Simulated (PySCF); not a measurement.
Several species in one continuum solvent.

Computed with PySCF at B3LYP/def2-SVPD, non-relativistic, each on one gas-phase PBE0-D3(BJ)/def2-SVP geometry that isn't relaxed in the solvent. The solvent is an IEF-PCM continuum (van der Waals radii × 1.2). Specific hydrogen bonds and non-electrostatic terms are outside this model.

Problem. Order them by E(solvent) − E(gas) in chloroform (ε = 4.711), most negative first (kcal/mol).
A. `[CH3:1][c:2]1[cH:3][cH:4][cH:5][cH:6][c:7]1[CH2:8][F:9]` with C6–C7–C8–F9 1°
B. `C=C[Si](Cl)(Cl)Cl`
C. `FC(F)(F)/C=C\C#[C-]`

Solution. C (-45.2), A (-2.8), B (-1.7).

| SMILES | charge | ΔE (kcal/mol) | polarisation term (kcal/mol) | HOMO shift (eV) | dipole gas (D) | dipole solvent (D) | atoms | lowest singlet, gas (eV) | lowest singlet, solvent (eV) |
| --- | --- | --- | --- | --- | --- | --- | --- | --- | --- |
| [C-]#C/C=C\C(F)(F)F | -1 | -45.2 | -47.7 | -3.50 | – | – | 10 | 3.31 | 3.63 |
| Cc1ccccc1CF | 0 | -2.8 | -3.2 | +0.06 | 1.87 | 2.34 | 18 | 5.28 | 5.28 |
| C=C[Si](Cl)(Cl)Cl | 0 | -1.7 | -1.9 | +0.20 | 2.29 | 2.82 | 9 | 6.51 | 6.55 |

The ion comes first with 45.2 kcal/mol, the neutral species gain 2.8 at most. The polarisation term is half the interaction of the solute with the induced surface charges. No dipole is given for ions, as it depends on the origin. Singlets are vertical TDDFT energies (frozen core, non-equilibrium response), the lowest in each medium.
